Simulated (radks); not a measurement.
Values are calculated unless marked as measured or tabulated.
Isoelectronic series with 19 electrons, all held in the configuration [Ar] 4s1, which need not be the ground one along the series. Code: a radial shooting solver on a logarithmic mesh with Libxc functionals. Model: Dirac Kohn-Sham, BLYP, spin-unpolarised, spherical densities, finite nucleus; Fermi nuclear charge, rms radius of each element as measured or else 0.836 A^(1/3) + 0.57 fm. Total energies (hartree) and orbital eigenvalues (hartree):

ion,E (hartree),4s1/2,3p3/2,3p1/2
K,-602.31253,-0.08250,-0.67917,-0.68906
Sc2+,-763.47544,-0.66433,-1.99654,-2.01642
V4+,-945.07585,-1.55480,-3.82155,-3.85693
Mn6+,-1147.15831,-2.72195,-6.11883,-6.17684
Co8+,-1369.81548,-4.15666,-8.87740,-8.96705
Cu10+,-1613.16600,-5.85533,-12.09231,-12.22466
Ga12+,-1877.34839,-7.81664,-15.76110,-15.94957
As14+,-2162.51888,-10.04045,-19.88260,-20.14318
Br16+,-2468.85051,-12.52734,-24.45640,-24.80795
Rb18+,-2796.53278,-15.27839,-29.48260,-29.94710
Nb22+,-3516.78999,-21.57919,-40.89418,-41.66463
Tc24+,-3909.82925,-25.13279,-47.28118,-48.25245
Rh26+,-4325.14992,-28.95822,-54.12370,-55.33349
Ag28+,-4763.03331,-33.05807,-61.42298,-62.91382
In30+,-5223.77842,-37.43518,-69.18042,-71.00004
Sb32+,-5707.70938,-42.09266,-77.39751,-79.59933
I34+,-6215.17208,-47.03387,-86.07591,-88.71946
Cs36+,-6746.5403,-52.26245,-95.21736,-98.36882
